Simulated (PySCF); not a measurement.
EPR parameters of C5H3ClN

Compound: C5H3ClN (doublet state).
SMILES with atom numbers: `[CH2:1]=[C:2]([C:3]#[N:4])/[CH:5]=[C:6]\[Cl:7]` (hydrogens: H8, H9 on C1; H10 on C5)

Geometry (GFN2-xTB, Å), atoms numbered from 1 in this order:
```xyz
10
C5H3ClN angstrom
C     -1.6308   -0.3244    0.0585
C     -0.3604    0.0566    0.2345
C     -0.0636    1.4226    0.4660
N      0.1607    2.5313    0.6513
C      0.7638   -0.8940    0.1986
C      2.0347   -0.6149    0.3586
Cl     2.9550    0.7171    0.6426
H     -1.8860   -1.3551   -0.1185
H     -2.4392    0.3863    0.0884
H      0.4746   -1.9207    0.0186
```

The hyperfine couplings belong to this conformer and change with its torsions.

Method used: UKS B3LYP, pcH-1 on C Cl H N, non-relativistic, mean-field spin-orbit, GIAO (PySCF 2.14.0). Geometry: GFN2-xTB, one conformer, isolated molecule. Couplings are sensitive to structure, and on GFN2-xTB geometries they can be far from those on DFT ones. Stability of the SCF solution: not tested.

- g1, g2, g3: 2.00152, 2.00366, 2.00846
- g_iso: 2.00455
- Form of g: rhombic: the two nearest values differ by 31 % of g3 − g1
- ⟨S²⟩: 0.7630 (exact 0.7500)
- Total energy: -707.16430 Eh

Hyperfine couplings atom by atom, in MHz; T1 to T3 are the principal values of the dipolar part:

| atom | isotope | a_iso | of which spin–orbit | T1 | T2 | T3 | Mulliken spin population |
| --- | --- | --- | --- | --- | --- | --- | --- |
| C1 | 13C | -2.6 | 0.0 | -9.9 | 3.5 | 6.3 | -0.06 |
| C2 | 13C | 65.2 | 0.0 | -7.8 | -1.0 | 8.9 | 0.08 |
| C3 | 13C | -4.7 | 0.0 | -1.3 | -0.1 | 1.3 | -0.01 |
| N4 | 14N | 0.5 | 0.0 | -0.7 | 0.3 | 0.4 | 0.01 |
| C5 | 13C | 36.3 | 0.0 | -19.9 | 1.3 | 18.7 | -0.12 |
| C6 | 13C | 463.0 | 0.3 | -76.7 | -50.5 | 127.2 | 0.91 |
| Cl7 | 35Cl | 27.6 | 0.1 | -41.5 | -29.1 | 70.6 | 0.15 |
| H8 | 1H | 4.3 | 0.0 | -2.6 | -1.4 | 3.9 | 0.00 |
| H9 | 1H | 9.7 | 0.0 | -1.2 | -1.1 | 2.3 | 0.01 |
| H10 | 1H | 70.8 | 0.0 | -6.9 | -6.0 | 12.9 | 0.03 |

The Mulliken spin populations are largest on C6 (+0.91), Cl7 (+0.15), C5 (-0.12) and C2 (+0.08). The positive populations add up to 1.19 and the negative ones to -0.19, together 2S = 1.

Axes: g1 points within 1° of the C2–C5 bond, g2 points within 6° of the C6–Cl7 bond and g3 is normal to the molecular plane.

Under fast tumbling the dipolar parts average out, and these isotropic splittings remain: 1 × 1H (H10, I = 1/2, 2 lines) with 2.52 mT, 1 × 35Cl (Cl7, I = 3/2, 4 lines) with 0.98 mT, 1 × 1H (H9, I = 1/2, 2 lines) with 0.35 mT and 1 × 1H (H8, I = 1/2, 2 lines) with 0.15 mT.

Main isotope only: 35Cl (natural samples also hold 24 % 37Cl, magnetic too, which adds its own pattern).

The 13C coupling of C6 (463.0 MHz) shows only in satellite lines or after enrichment, since that isotope makes up about 1.07 % of natural carbon.

The spin density at the nucleus, in bohr⁻³, is negative for C3 (-0.0042) and C1 (-0.0023), for instance. A restricted open-shell determinant has no negative spin density anywhere; here it arises because α and β orbitals differ (spin polarisation).
